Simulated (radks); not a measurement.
Results of a calculation; reference values are marked as such.
Valence configurations of Pr III (all share [Xe]). Code: a radial shooting solver on a logarithmic mesh with Libxc functionals. Model: scalar-relativistic Kohn-Sham, SCAN, spin-polarised, spherical densities, finite nucleus; open shells are filled with parallel spins first (spin-orbit coupling, left out, can overturn this in heavy ions); meta-GGA in the generalised Kohn-Sham scheme; Fermi nuclear charge, rms radius 4.8919 fm. Energies are relative to 4f3; eigenvalues in eV for spin up.

4f3: E (eV) 0.000; moment (Bohr magnetons) 3; e(4f) -14.276
4f2.5 5d0.5: E (eV) 0.876; moment (Bohr magnetons) 3; e(4f) -16.808; e(5d) -14.284
4f2 6p1: E (eV) 7.902; moment (Bohr magnetons) 3; e(4f) -23.146; e(6p) -12.048
4f2.5 6p0.5: E (eV) 3.203; moment (Bohr magnetons) 3; e(4f) -18.546; e(6p) -10.813
4f1 6p2: E (eV) 22.976; moment (Bohr magnetons) 3; e(4f) -33.197; e(6p) -14.071
4f2 5d0.5 6p0.5: E (eV) 5.242; moment (Bohr magnetons) 3; e(4f) -21.379; e(5d) -16.387; e(6p) -11.099

NIST lists [Xe] 4f3 as the ground configuration; this level of theory agrees among the configurations tried. The energies are those of spherical high-spin densities, not of single terms.
